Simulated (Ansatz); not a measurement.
`C#[C][AlH][NH2]` + `[CH3][Ge]([NH2])([F])[Cl]` → `C#[C][Al]([NH2])[NH2]` + `[CH3][GeH]([F])[Cl]`  (redistribution)

Isolated molecules relaxed with PBE0-D4/def2-TZVP in Ansatz; ΔE leaves out vibrations. CCSD(T)/CBS is the MP2 limit (def2-TZVPP, def2-QZVPP) plus CCSD(T) − MP2 in def2-TZVPP, frozen cores. For Ge outer-core shells are correlated without core-valence functions, which leaves a few kJ/mol of doubt a bond. Scalar relativity is left out up to krypton. One conformer a species, not always the lowest.

`C#[C][AlH][NH2]`:

```xyz
8

C    -1.257    1.906    1.035
C    -0.826    0.999    0.359
Al   -0.176   -0.424   -0.732
N     1.278   -1.260   -0.193
H    -1.637    2.704    1.632
H    -0.885   -0.862   -2.069
H     1.786   -1.039    0.648
H     1.717   -2.024   -0.680
```

`[CH3][Ge]([NH2])([F])[Cl]`:

Z-matrix (Å, degrees):
```
C
Ge 1 1.923
H 1 1.089 2 109.3
H 1 1.090 2 109.9 3 -119.6
H 1 1.090 2 109.2 3 120.2
N 2 1.811 1 114.6 3 -176.4
F 2 1.731 1 110.4 3 -59.5
Cl 2 2.159 1 109.6 3 54.5
H 6 1.011 2 115.0 1 -65.0
H 6 1.011 2 113.7 1 168.2
```

`C#[C][Al]([NH2])[NH2]`:

Cartesian coordinates in Å:
```
C 2.470 1.180 -0.647
C 1.407 0.673 -0.369
Al -0.268 -0.128 0.070
N -1.605 0.911 0.562
N -0.425 -1.881 -0.029
H 3.406 1.628 -0.893
H -2.531 0.611 0.816
H -1.532 1.913 0.623
H 0.328 -2.488 -0.308
H -1.251 -2.418 0.175
```

`[CH3][GeH]([F])[Cl]`:

Z-matrix (Å, degrees):
```
C
Ge 1 1.926
H 1 1.090 2 110.0
H 1 1.091 2 109.7 3 120.4
H 1 1.090 2 109.0 3 -119.8
F 2 1.735 1 107.6 3 177.3
Cl 2 2.143 1 109.9 3 62.8
H 2 1.532 1 118.5 3 -62.1
```

```tsv
species	CCSD(T)/CBS(def2) energy (Eh)
`C#[C][AlH][NH2]`	-375.21570
`[CH3][Ge]([NH2])([F])[Cl]`	-2731.56957
`C#[C][Al]([NH2])[NH2]`	-430.57498
`[CH3][GeH]([F])[Cl]`	-2676.23424
```

Q: Work out ΔE.

A: ΔE = (-430.57498) + (-2676.23424) − (-375.21570) − (-2731.56957) = -0.02395 Eh = -62.9 kJ/mol.

Largest T1 diagnostic among the species: 0.013.

Leaving LDA and LC-ωPBE aside and taking each functional with its dispersion term where it has one, the values, not all of them listed here, spread over 8.1 kJ/mol, from CAM-B3LYP-D4 to revPBE-D4. At CCSD(T), def2-SVP lies +9.5 kJ/mol from the extrapolated value and def2-TZVPP +4.1 kJ/mol.
